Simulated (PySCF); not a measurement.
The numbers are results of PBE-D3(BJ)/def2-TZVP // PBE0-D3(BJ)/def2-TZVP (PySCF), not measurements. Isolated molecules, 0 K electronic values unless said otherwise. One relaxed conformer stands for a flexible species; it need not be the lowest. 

Reference species (SMILES): `B(O)(O)Cl` (H–O–B–Cl torsion 180°, Cl–B–O–H torsion 0°) (neutral, multiplicity 1).

| Property | Result |
|---|---|
| HOMO | -7.64 eV |
| HOMO–LUMO gap | 7.32 eV |

Changed species: `ClB(Cl)O` (H–O–B–Cl torsion 180°) (1 of 3 Cl replaced by OH; the reference has 2 of 3 Cl replaced by OH).

Question: Give the shifts of the HOMO and HOMO–LUMO gap.

Answer: the HOMO stays essentially unchanged; the HOMO–LUMO gap decreases by 1.06 eV, to 6.26 eV.
